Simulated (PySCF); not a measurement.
**How methods differ on the ionisation energy of Te²⁸⁺**

Te²⁸⁺ [Ar] 3d6 (5D) → Te²⁹⁺ [Ar] 3d5 (6S), as a difference of total energies. Calculation: PySCF 2.14, in an even-tempered Gaussian basis (17 s from 3.9 bohr⁻², ratio 2.5; 11 p from 5 bohr⁻², ratio 2.5; 8 d from 5 bohr⁻², ratio 2.5; 4 f from 21 bohr⁻², ratio 2.7; 3 g from 31 bohr⁻², ratio 2.7); the non-relativistic Hamiltonian (point nucleus). Correlated levels: outer shells: [Ne] frozen; virtual orbitals above 40 to 60 times the deepest correlated orbital energy dropped. The calculations carry no spin-orbit coupling.

```
                method  ionisation energy (eV)
                   UHF                  1616.6
                   LDA                  1619.0
                   PBE                  1619.6
                  PBE0                  1619.4
                r2SCAN                  1619.6
                  BP86                  1620.2
               r2SCANh                  1619.5
    MP2 (outer shells)                  1617.9
SCS-MP2 (outer shells)                  1618.1
```

A first-order spin-orbit estimate (lowest level to lowest level, LS coupling) adds 4.729 eV.

All relativistic terms are absent from these numbers, so their closeness to the reference says little about the methods.

First order in ζ underestimates the shift of j = l − 1/2 levels at high Z.

For comparison: 1618 ± 4 eV (theoretical estimate listed by NIST; NIST Atomic Spectra Database, ionization energies).
